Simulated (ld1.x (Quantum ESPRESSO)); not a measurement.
An all-electron radial function and its pseudo partner (F)

Columns: radius, all-electron u(r) and pseudo u(r) of the 2s shell (level -47.18 eV) of fluorine in the configuration [He] 2s2 2p4; PBEsol, scalar-relativistic, PAW scheme, ld1.x (Quantum ESPRESSO) 7.5.

```
r (bohr)  all-electron   pseudo
   0.090        0.4691  -0.2215
   0.180        0.2604  -0.4308
   0.270       -0.1122  -0.6176
   0.360       -0.4611  -0.7740
   0.450       -0.7287  -0.8957
   0.540       -0.9073  -0.9816
   0.630       -1.0083  -1.0331
   0.720       -1.0484  -1.0530
   0.810       -1.0442  -1.0442
   0.900       -1.0093  -1.0093
   0.990       -0.9547  -0.9547
   1.080       -0.8885  -0.8885
   1.170       -0.8166  -0.8166
   1.260       -0.7431  -0.7431
   1.350       -0.6707  -0.6707
   1.440       -0.6015  -0.6015
   1.530       -0.5364  -0.5364
   1.620       -0.4761  -0.4761
   1.710       -0.4209  -0.4209
   1.800       -0.3709  -0.3709
   1.890       -0.3259  -0.3259
   1.980       -0.2856  -0.2856
   2.070       -0.2497  -0.2497
   2.160       -0.2180  -0.2180
   2.250       -0.1900  -0.1900
   2.340       -0.1653  -0.1653
```

(1) How many radial nodes do the two functions have?

(2) At about which radius was the pseudo-wave matched?

(3) Where does each function peak?

(4) Is the pseudo-wave norm-conserving?

Answers

(1) The all-electron 2s function has n − l − 1 = 1; the pseudo-wave has 0, since the states of the same l below it are removed with the core.

(2) 0.85 bohr, where the columns begin to agree (steps of 0.09 bohr).

(3) Outermost all-electron maximum near 0.72 bohr, pseudo maximum near 0.72 bohr (to the table’s step).

(4) No, it belongs to a PAW set: the norm inside the radius is not constrained, and the difference is carried by the augmentation charge.
